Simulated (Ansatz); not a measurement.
(KOH)2 ring (K₂O₂H₂), relaxed as a singlet with RKS PBE0-D4/def2-TZVP in Ansatz, starting from the GFN2-xTB geometry. Force threshold 0.02 eV/Å.

Start:

```tsv
atom	x (Å)	y (Å)	z (Å)
K1	1.626	-0.564	-0.423
O2	-0.915	-0.865	-1.216
K3	-1.629	0.622	0.364
O4	0.953	1.029	1.050
H5	-1.091	-1.693	-1.677
H6	1.057	1.471	1.902
```

| step | energy (eV) | largest force component (eV/Å) | SCF passes |
| --- | --- | --- | --- |
| 1 | -36766.8875 | 0.852 | 19 |
| 2 | -36766.9741 | 2.505 | 24 |
| 3 | -36767.1200 | 0.506 | 18 |
| 4 | -36767.1309 | 0.011 | 19 |

Force components are those of the run's own axes.

End:

```xyz
6

K     1.5526   -0.6287   -0.4480
O    -0.7570   -1.0264   -1.1784
K    -1.5514    0.6324    0.4441
O     0.7577    1.0284    1.1762
H    -1.1678   -1.5993   -1.8243
H     1.1658    1.5936    1.8305
```

By distances, no bond broke or formed. The bond that changes most is K3–O4, from 2.70 to 2.45 Å (atoms count from 1).

No frequencies were taken in this run, so the end may be a saddle point.

Hardware: 4 threads of Arm Neoverse V1 on a shared host. Wall time 6 s.
